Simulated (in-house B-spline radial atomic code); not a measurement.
Response of Cs II (Cs+) as one setting changes: the radius of a hard wall (bohr). Method: LDA VWN5. A dash marks a strongly mixed or unbound state. A box has no continuum, so excitations may lie above minus the highest level. Computed with a B-spline radial code for spherical atoms: linear response of the closed shell [Kr] 4d10 5s2 5p6 with the functional's adiabatic kernel; scalar-relativistic (spin-free one-electron X2C), finite nucleus, no spin-orbit coupling, no double excitations, S, P, D and F terms only; shells from n = 3 respond. Only terms of natural parity with L up to 3 were computed.

Spin-orbit coupling is strong here, so these LS terms don't match observed levels.

```csv
radius of a hard wall (bohr),lowest 1P (eV),"lowest 3P, Tamm-Dancoff (eV)",minus highest occupied level (eV),α (bohr³)
2.5,5p → 5d 40.11,5p → 5d 31.02,-13.972,3.114
3,5p → 5d 32.16,5p → 5d 23.803,4.262,5.081
3.5,5p → 5d 27.298,5p → 5d 19.817,12.079,7.317
4,5p → 5d 24.114,5p → 5d 17.519,15.673,9.568
4.5,?,?,?,?
5.5,5p → 6s 17.002,5p → 5d 14.682,18.539,14.44
6.5,5p → 6s 14.802,5p → 5d 14.026,18.781,15.69
8,?,?,?,?
10,5p → 6s 13.319,5p → 6s 13.067,18.833,16.2
15,5p → 6s 13.252,5p → 6s 13.016,18.834,16.21
```

(1) What belongs in the row for 8?

(2) What belongs in the row for 4.5?

Answers

(1) lowest 1P (eV): 5p → 6s 13.664; lowest 3P, Tamm-Dancoff (eV): 5p → 6s 13.348; minus highest occupied level (eV): 18.830; α (bohr³): 16.15.

(2) lowest 1P (eV): -; lowest 3P, Tamm-Dancoff (eV): 5p → 5d 16.127; minus highest occupied level (eV): 17.368; α (bohr³): 11.6.
